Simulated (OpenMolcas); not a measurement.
**C2+: effect of the IPEA shift**

```yaml
Program: OpenMolcas
Basis: ANO-RCC-VTZP [4s3p2d1f]
Scalar_Hamiltonian: DKH2, point nucleus
Active_space: 2 electrons in 4 orbitals (2s 2p)
State_averaging: 2S+1 = 3 even, 3 roots; 2S+1 = 1 even, 7 roots; 2S+1 = 3 odd, 3 roots; 2S+1 = 1 odd, 3 roots
Spin-orbit_coupling: RASSI with atomic mean-field integrals over the reference wave functions, term energies averaged over their components
```

Methods on the same reference wave functions:
A. CASSCF
B. MS-CASPT2, IPEA 0 Eh, imaginary shift 0.1 Eh (closed shells correlated: 1s)
C. MS-CASPT2, IPEA 0.25 Eh, imaginary shift 0.1 Eh (closed shells correlated: 1s)

Energies in cm-1 above 2s2 1S0, the measured ground level; measured values from Moore, Selected Tables of Atomic Spectra, NSRDS-NBS 3, section 3.

```csv
Level,A,B,C,Measured
2s2 1S0,0.0,0.0,0.0,0.0
2s 2p 3P* 0,52999,52325,52379,52367
2s 2p 3P* 1,53026,52352,52406,52391
2s 2p 3P* 2,53080,52406,52460,52447
2s 2p 1P* 1,113372,104108,104557,102352
2p2 3P0,139277,137642,137748,137426
2p2 3P1,139304,137668,137774,137454
2p2 3P2,139356,137720,137827,137502
2p2 1D2,156310,147143,147688,145876
2p2 1S0,196407,184181,184620,182520
```

Deviations, from unrounded energies. A percentage is the sum of absolute deviations over the sum of measured energies, with the sign that they share, or ± where signs differ.

```tsv
Against measurement	Levels	A	B	C
mean absolute deviation (cm-1)	9	4800	610	790
other configurations (%)	9	+4.3	±0.5	+0.7
```

B lies closest to measurement on these levels and A furthest from it. The largest miss of B in the table is 2s 2p 1P* 1, by +1800 cm-1. The ranking rests on the paired levels alone, and a cruder setting can come out closer through cancelling errors.

Between B and C the level of the table that moves most is 2p2 1D2, by 540 cm-1 (lowest in B, highest in C).

The lowest spin-free term lies below A's lowest term by 0.009 hartree in B, 0.009 hartree in C.

Measured partners are found by configuration, term and J. A level has none where our copy of the source lacks it or the pairing is in doubt (some pairs that miss far off the trend of their configuration count as doubtful), and it then counts in no deviation. Only configurations of the active space appear.

* marks odd parity.
